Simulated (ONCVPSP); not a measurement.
**What one change does to a pseudopotential (tantalum, ONCV)**

tantalum (Ta), optimised norm-conserving Vanderbilt (ONCV), made with ONCVPSP 4.0.1 (revPBE, scalar-relativistic). Core [Kr] 4d10, reference 4f14 5s2 5p6 5d3 6s2. Waves: 5s+6s: rc 1.95 bohr, ncon 4, nbas 7, qcut 4.7 1/bohr, 3 projectors, debl 1.1 Ha; 5p: rc 1.70 bohr, ncon 4, nbas 9, qcut 9.9 1/bohr, 2 projectors, debl 2.9 Ha; 5d: rc 2.20 bohr, ncon 4, nbas 8, qcut 8.1 1/bohr, 2 projectors, debl 3.1 Ha; 4f: rc 0.85 bohr, ncon 4, nbas 9, qcut 21.4 1/bohr, 1 projector. Local part: polynomial inside 0.75 bohr (lpopt 4, dvloc0 0 Ha). Core correction: polynomial model core, fcfact 0.35.

All-electron outer shells of the reference configuration (revPBE, scalar-relativistic, ld1.x):

```csv
shell,level (eV),outermost node (bohr),outermost maximum (bohr)
4d,-222.19,0.22,0.46
5s,-72.97,0.54,0.98
5p,-39.37,0.58,1.13
4f,-24.67,–,0.44
6s,-5.39,1.32,2.78
5d,-3.54,0.65,1.58
```

Change: s: debl 0.35.

Cutoffs: the cutoffs (Ha) at which the residual kinetic energy of the hardest occupied pseudo-wave falls to 1 and 0.1 mHa per electron; they do not see the model core or the augmentation charge, which bear on the density cutoff. Errors are all-electron minus pseudo energies relative to the spin-unpolarised reference configuration.

Problem. What does the change do?

Solution. The potential gets neither clearly harder nor softer (190 Ha and 206 Ha → 190 Ha and 206 Ha); a bound ghost appears in s, which as a rule spoils a file; the lowest positive-energy flag moves from s at 9.1 eV to s at 4.1 eV; the errors of the 4 common tests hardly move.

```tsv
quantity	base	changed
cutoff, loose	190 Ha	190 Ha
cutoff, tight	206 Ha	206 Ha
bound ghosts	none	s
GHOST(+) flags under 300 eV	s at 9.1 eV, p at 174.3 eV	s at 4.1 eV, p at 174.3 eV
error for 4f14 5s2 5p6 5d3 6s1, meV [ΔE 8.39 eV]	-5.0	-5.1
error for 4f14 5s2 5p6 5d3 6s0, meV [ΔE 23.23 eV]	-18	-18
error for 4f14 5s2 5p6 5d2 6s0, meV [ΔE 46.72 eV]	-13	-13
error for 4f14 5s2 5p5 5d3 6s2, meV [ΔE 44.94 eV]	-55	-56
s: phases at 1.98 bohr within 0.05 rad from the reference energy up to (Ha; the scan ends near 5)	to the end of the scan	to the end of the scan
p: phases at 1.73 bohr within 0.05 rad from the reference energy up to (Ha; the scan ends near 5)	to the end of the scan	to the end of the scan
d: phases at 2.23 bohr within 0.05 rad from the reference energy up to (Ha; the scan ends near 5)	to the end of the scan	to the end of the scan
f: phases at 0.86 bohr within 0.05 rad from the reference energy up to (Ha; the scan ends near 5)	4.6	4.6
rms error of d²Exc/dni dnj with the model core, mHa	2.46	2.46
```

 A true bound ghost makes a file unfit for plane-wave use even where its test errors are small: the radial tests pick states by their node count and pass the ghost by.
